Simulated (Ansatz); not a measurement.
ClK, charge +1, doublet, geometry from GFN2-xTB (such geometries of metal compounds can be far from the true shape) (a state made from the parent by changing its charge; the spin is typed, not shown lowest). Base run: PBE0/6-311G** run with Ansatz (a quantum-chemistry and plane-wave program).

Ansatz was given this input:
Ansatz 0.2 input:
```yaml
crystal:
  periodic: [false, false, false]
  atoms:
    - {symbol: K, position_ang: [-0.00000000, -0.00000000, -1.52949124]}
    - {symbol: Cl, position_ang: [0.00000000, 0.00000000, 1.70943139]}
basis:
  gaussian:
    orbitals: 6-311G__.json
hamiltonian:
  xc: pbe0
total_charge: 1
magnetization: {spin_polarized: true, initial_magnetization: 1}
```
The basis file holds 6-311G** in the JSON format of the Basis Set Exchange.

The bond that is stretched is that between atoms 1 and 2. A test that says stable can miss a lower solution.

The base run was repeated with changes; each row names its change, and settings that it needs were set with it.

```tsv
change	ΔE vs base (eV)	<S^2>	stability test says
base	0.00	0.752	minimum
spin_polarized = on; lower_state_search = off	0.00	0.752	undecided (no full test)
spin_polarized = on; lower_state_search = standard	0.00	0.752	minimum
bond × 1.25	0.03	0.752	minimum
spin_polarized = on; lower_state_search = off; bond × 1.25	0.03	0.752	undecided (no full test)
spin_polarized = on; lower_state_search = standard; bond × 1.25	0.03	0.752	minimum
bond × 1.5	0.07	0.752	minimum
spin_polarized = on; lower_state_search = off; bond × 1.5	0.07	0.752	undecided (no full test)
spin_polarized = on; lower_state_search = standard; bond × 1.5	0.07	0.752	minimum
bond × 1.8	0.10	0.752	minimum
spin_polarized = on; lower_state_search = off; bond × 1.8	0.10	0.752	undecided (no full test)
spin_polarized = on; lower_state_search = standard; bond × 1.8	0.10	0.752	minimum
bond × 2.2	0.11	0.752	minimum
spin_polarized = on; lower_state_search = off; bond × 2.2	0.11	0.752	undecided (no full test)
spin_polarized = on; lower_state_search = standard; bond × 2.2	0.11	0.752	minimum
bond × 3.0	0.12	0.752	minimum
spin_polarized = on; lower_state_search = off; bond × 3.0	0.12	0.752	undecided (no full test)
spin_polarized = on; lower_state_search = standard; bond × 3.0	0.12	0.752	minimum
```

On stretching, the SCF can end on different states; <S^2> shows the spin contamination of each.
